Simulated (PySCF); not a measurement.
# Computed records: B2H6N

All values are calculated (PySCF 2.14.0). Calculation on a computer-drawn molecule: the log of a Hartree-Fock and frozen-core CCSD(T) single point meant for a local Hartree-Fock minimum, with one planted fault or none, to be diagnosed. Offsets are logged minus clean, where the clean run is the same molecule without the fault. The reference is restricted for singlets and unrestricted otherwise, and also for a bond in bohr or an excited solution. Adding or removing an electron swaps singlet and doublet. The excited solution moves the top pair (singlet) or top alpha electron (doublet) to the lowest empty orbital. Highest occupied and lowest empty are orbital energies over both spins, largest force is the largest gradient component, triples share is (T) over the correlation energy, the T1 limit is 0.02 restricted and 0.045 unrestricted, electrons count all cores, a negative frequency is imaginary (commonest isotopes), and the dipole is about the centre of nuclear charge.

```xyz
9
formula=B2H6N meant_charge=-1 meant_multiplicity=1 meant_basis=aug-cc-pVDZ logged_electrons=24 logged_basis_functions=123 logged_SCF_converged=yes logged_spin_squared=0 logged_highest_occupied=-4.4357 logged_lowest_empty=3.6633 logged_largest_force=3.5e-05 logged_lowest_frequency=145.67 logged_T1_diagnostic=0.01485 logged_D1_diagnostic=0.051898 logged_triples_share=0.031993 logged_CC_converged=yes logged_dipole_magnitude=3.6961 logged_SCF_stable_within_its_kind=yes logged_energy_HF=-107.35789 logged_energy_CCSD(T)=-107.82095 possible_faults=no_fault,one_electron_removed,one_electron_added,multiplicity_raised_by_two,geometry_at_a_saddle_point,SCF_held_on_an_excited_solution,minimal_basis_STO-3G,one_bond_length_entered_in_bohr,all_coordinates_scaled
B     -0.3938    -1.7754     0.6409
N      0.5122    -0.8218     0.2565
B      0.3905     0.4273    -0.6986
H     -0.0674    -2.6703     1.4098
H     -1.5381    -1.7693     0.2396
H      1.4263    -0.9269     0.6510
H      1.2104     0.3221    -1.6378
H     -0.7603     0.4925    -1.1497
H      0.6587     1.4718    -0.0642
```

Units: logged_highest_occupied, logged_lowest_empty in eV; logged_largest_force in hartree/bohr; logged_lowest_frequency in cm⁻¹; logged_dipole_magnitude in debye; logged_energy_HF, logged_energy_CCSD(T) in hartree.

Drawn bonds:
| atom | other atom | order |
| --- | --- | --- |
| 1 | 2 | 1 |
| 2 | 3 | 1 |
| 1 | 4 | 1 |
| 1 | 5 | 1 |
| 2 | 6 | 1 |
| 3 | 7 | 1 |
| 3 | 8 | 1 |
| 3 | 9 | 1 |

Question: Give the missing planted fault for B2H6N.
Answer: no fault

Further results for B2H6N:

- HF energy offset from clean run: 0 kcal/mol
- CCSD(T) energy offset from clean run: 0 kcal/mol
